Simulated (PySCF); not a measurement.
## Mn+ (manganese, charge +1) across methods

[Ar] 3d4 4s1 5s1, high-spin 7D determinant (an excited configuration). Calculation: PySCF 2.14, in aug-cc-pVTZ-DK (8s7p5d3f2g, 93 functions); scalar relativity by spin-free X2C-1e. The B2PLYP total includes its PT2 part (frozen core); its orbital energies are those of the SCF part.

```tsv
method	E (hartree)	mean ε 3d α (eV)	mean ε 4s α (eV)	mean ε 5s α (eV)	Σ⟨r²⟩ (bohr²)	⟨S²⟩
HSE06	-1157.489	-28.930	-18.107	-5.767	60.96	12.000
M06-2X	-1157.680	-31.945	-18.871	-6.579	60.32	12.001
r2SCAN	-1157.644	-27.394	-17.773	-5.682	60.89	12.001
UHF	-1156.59638	-36.826	-20.658	-6.715	64.53	12.001
B2PLYP	-1157.407	-32.065	-19.233	-6.171	62.50	12.001
LDA	-1155.214	-26.817	-17.873	-5.730	59.75	12.000
PBE	-1157.434	-26.655	-17.545	-5.735	60.11	12.000
M06-L	-1157.593	-27.086	-17.207	-5.688	61.02	12.001
PBE0	-1157.468	-29.384	-18.424	-6.066	61.01	12.000
```

The outer electron is Rydberg-like, and this basis confines it to a smaller radius and binds it less than a complete one would.
